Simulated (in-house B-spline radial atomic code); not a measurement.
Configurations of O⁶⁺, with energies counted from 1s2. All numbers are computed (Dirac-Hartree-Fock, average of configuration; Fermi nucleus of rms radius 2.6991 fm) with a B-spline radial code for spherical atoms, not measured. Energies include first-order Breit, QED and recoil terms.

```
configuration  E - E(ref) (eV)  highest orbital  its <r> (bohr)
 1s1 (2p1/2)1           568.89            2p1/2          0.7004
 1s1 (3p3/2)1           663.28            3p3/2           1.767
 1s1 (5p3/2)1           711.24            5p3/2           5.183
 1s1 (5d3/2)1           711.39            5d3/2           4.926
 1s1 (5g9/2)1            711.4            5g9/2           3.928
```

(1) Order these further configurations by energy, lowest first.
A. 1s1 (4p3/2)1
B. 1s1 (4f7/2)1
C. 1s1 (5f7/2)1
D. 1s1 (4d5/2)1
E. 1s1 (3d5/2)1

## Answers

(1) E (663.96 eV), A (696.1 eV), D (696.38 eV), B (696.4 eV), C (711.4 eV).
